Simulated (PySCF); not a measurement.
Pd₂Te: from structure and modes to constants

Method: UB3LYP in PySCF with Te def2-TZVP with ECP28, Pd def2-TZVP with ECP28; scalar-relativistic core potentials, no spin–orbit coupling; density-fitted integrals.

The triplet minimum has C2v symmetry. Masses (u): Te 129.90622, Pd 105.90348.

```xyz
3
charge 0 multiplicity 3, angstrom
Te   -0.7029    0.0000    0.0000
Pd    0.4375    2.1766    0.0000
Pd    0.4375   -2.1766    0.0000
```

Harmonic wavenumbers (cm⁻¹): 34.9 (a1, ×1), 187.2 (a1, ×1), 217.5 (b2, ×1).

Task: Find the principal moments of inertia and the rotational constants. What kind of rotor is it?

Result: About the centre of mass I = 104.71, 1003.5, 1108.2 u Å². With B = 16.8576/I this gives 0.161, 0.0168, 0.01521 cm⁻¹. The molecule is an asymmetric top with κ = -0.98.

Task: Find the vibrational entropy and heat capacity at 298.15 K.

Result: With u = 1.43878 ω/T, each mode gives S = R[u/(eᵘ−1) − ln(1−e⁻ᵘ)] and C = R u² eᵘ/(eᵘ−1)².
```json
{"ω (cm⁻¹)": "34.9", "u": "0.169", "S (J/(mol K))": "23.13", "C (J/(mol K))": "8.29"}
{"ω (cm⁻¹)": "187.2", "u": "0.903", "S (J/(mol K))": "9.44", "C (J/(mol K))": "7.77"}
{"ω (cm⁻¹)": "217.5", "u": "1.050", "S (J/(mol K))": "8.28", "C (J/(mol K))": "7.59"}
```
The sums over all modes are S = 40.8 and C = 23.7 J/(mol K); the softest mode gives 57 % of the entropy.

Task: Give the standard entropy (298.15 K, 1 bar) by its translational, rotational, vibrational and spin parts, and Cp.

Result: Sackur–Tetrode with M = 341.71 u gives 181.6; rotation with symmetry number 2 gives 120.0; vibration 40.8; spin R ln 3 = 9.1. The total is 351.6 J/(mol K), and Cp = 4 R + 23.7 = 56.9 J/(mol K).

Other isomers or separated fragments may lie lower. Open d and f shells are described by one determinant, and the ground state may have another occupation or spin. Spin–orbit coupling, left out here, can matter for elements this heavy.
